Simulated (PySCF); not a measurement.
Computed shifts of a molecule CH6O3Si2, PBE/pcSseg-1 (PySCF), GIAO, gas phase, equivalent atoms averaged, in ppm (number of nuclei): ¹³C: 164.1 (1). ²⁹Si: -23.7 (1), -35.8 (1). ¹H: 8.19 (1), 5.88 (2), 5.52 (3). References: ¹⁷O against H2O (σ = 334.3 ppm); ¹³C against TMS (σ = 182.0 ppm); ²⁹Si against TMS (σ = 335.4 ppm); ¹H against TMS (σ = 31.49 ppm), references at their B3LYP-D3(BJ)/def2-TZVP geometries, non-relativistic. Geometry optimised at B3LYP-D3(BJ)/def2-SVP. The values are those of a single conformer.

Problem. Pick the molecule that these values belong to.
(A) O=C(O)[Si@H](O)[SiH3]
(B) O=CO[Si@H](O)[SiH3]
(C) O[Si@@H]1CO[SiH2]O1
(D) O=CO[SiH2]O[SiH3]

Solution. D, O=CO[SiH2]O[SiH3]
